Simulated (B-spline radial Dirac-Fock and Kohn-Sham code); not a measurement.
Electron momentum distribution of Yb⁵³⁺: Compton profiles

System: ytterbium as Yb⁵³⁺ in the configuration [Ne] 3s2 3p5.

These are calculated numbers from a radial finite-basis atomic code; the model is the impulse approximation on Dirac-Fock densities. pz is in atomic units of momentum; subshell profiles are per electron, for a selection of subshells; open shells are spread over both j values by their weights.

```
 pz   J total   J 1s1/2   J 2p3/2   J 3p3/2
  3    0.5609    0.0109    0.0204    0.0467
  4    0.5296    0.0108    0.0204    0.0452
  5    0.4921    0.0108    0.0204    0.0427
  7    0.4079    0.0106    0.0201    0.0345
 10    0.2902    0.0103    0.0192    0.0191
 15    0.1741   0.00968    0.0161   0.00453
 20    0.1200   0.00886    0.0120   0.00243
 30   0.05951   0.00699   0.00525   0.00184
 40   0.03004   0.00520   0.00199  0.000787
 60  0.009723   0.00262  0.000300  0.000114
100  0.001836  0.000652  1.48e-05  5.15e-06
```

Q: What is the peak value J(0), and which subshell contributes most to it?

A: J(0) = 0.6038. The 3p3/2 subshell gives the largest part, 26 %.

Mean momentum ⟨p⟩ by subshell (a.u.): 1s1/2 71.0, 2s1/2 25.7, 2p1/2 33.9, 2p3/2 30.5, 3s1/2 14.3, 3p1/2 16.9, 3p3/2 16.0.
